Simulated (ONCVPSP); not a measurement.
## Transferability test, ONCV potential for nickel

* Element: Ni
* Generator: ONCVPSP 4.0.1
* Type: optimised norm-conserving Vanderbilt (ONCV)
* Functional: LDA (Perdew-Zunger)
* Relativity: fully relativistic
* Frozen core: [Ne]
* Valence charge: 18
* Reference configuration: 3s2 3p6 3d8 4s2
* Partial waves: 3s+4s: rc 1.35 bohr, ncon 4, nbas 8, qcut 9.6 1/bohr, 2 projectors; 3p: rc 1.00 bohr, ncon 4, nbas 7, qcut 16.6 1/bohr, 2 projectors, debl 2.7 Ha; 3d: rc 0.85 bohr, ncon 4, nbas 9, qcut 19.6 1/bohr, 2 projectors, debl 2.6 Ha
* Local potential: polynomial inside 0.65 bohr (lpopt 5, dvloc0 0 Ha)
* Core correction: none

Open shells are filled in proportion to 2j + 1.

Energies are relative to the spin-unpolarised reference configuration 3s2 3p6 3d8 4s2; without spin polarisation the order of configurations can differ from experiment.

| valence configuration | charge | ΔE all-electron (eV) | error AE − PS (meV) |
| --- | --- | --- | --- |
| 3s2 3p6 3d8 4s1 | +1 | 9.601 | +0.7 |
| 3s2 3p6 3d8 4s0 | +2 | 27.261 | +3.5 |
| 3s2 3p6 3d9 4s0 | +1 | 6.562 | +7.4 |

Q: What are ΔE and the potential's error for 3s2 3p6 3d7 4s0?

A: ΔE = 65.058 eV all-electron; the error (AE − PS) is -1.6 meV.
